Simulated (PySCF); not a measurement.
C2H6O2Si, SMILES O[SiH]1COC1. The structure is a stationary point at PBE-D3(BJ)/def2-SVP. The structure was generated by enumeration, and PubChem lists no compound with its InChIKey, so it may never have been made. Other conformers were not sampled.

Level of theory: PBE-D3(BJ)/def2-SVP (PySCF).

Harmonic wavenumbers (cm⁻¹): 97, 104, 260, 267, 417, 577, 673, 676, 743, 796, 813, 836, 880, 950, 989, 1117, 1153, 1171, 1204, 1391, 1417, 2130, 2915, 2923, 3031, 3031, 3781. Rotational constants (GHz): 8.686, 2.981, 2.546; symmetry number 1.

Question: Work out the zero-point energy and the ideal-gas rigid-rotor harmonic-oscillator thermochemistry at 298.15 K and 1 atm.

Answer: ZPE = ½ Σ hcν = ½ × 34341 cm⁻¹ = 49.09 kcal/mol. H − E(el) = 53.77 kcal/mol. Entropy in cal/(mol K): translation 39.41, rotation 25.99, vibration 13.68, total 79.08. G − E(el) = 30.19 kcal/mol. Cp = 24.73 cal/(mol K). Modes under 150 cm⁻¹ make the vibrational entropy uncertain.
